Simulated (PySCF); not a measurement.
C₂H₆F₂Si. Atoms are numbered in the order given.

```xyz
11

Si     0.6360    -0.4119     0.0000
F      1.0301     0.4779     1.2938
F      1.0301     0.4779    -1.2938
C     -1.1883    -0.7299     0.0000
C     -2.0354     0.5421     0.0000
H      1.4904    -1.6232     0.0000
H     -1.4152    -1.3575    -0.8803
H     -1.4152    -1.3575     0.8803
H     -3.1110     0.3101     0.0000
H     -1.8263     1.1594    -0.8868
H     -1.8263     1.1594     0.8868
```
Charge 0, spin multiplicity 1.

Geometry: PBE0-D3(BJ)/def2-SVP. The values are those of a single conformer.

These are HF/def2-TZVP in PySCF values and carry that method's errors.

The molecule is in vacuum.

- total energy: -567.32218 hartree
- point group: Cs
- highest occupied level: -12.27 eV
- lowest empty level: 3.62 eV
- orbital gap: 15.89 eV
- dipole moment: 2.47 D
- quadrupole, principal values (traceless, Buckingham form, about the centre of nuclear charge): -3.15, -0.22, 3.37 D·Å
- mean static polarisability: 43.4 bohr³ (6.43 Å³)
- polarisability, principal values: 39.9, 41.3, 49.0 bohr³
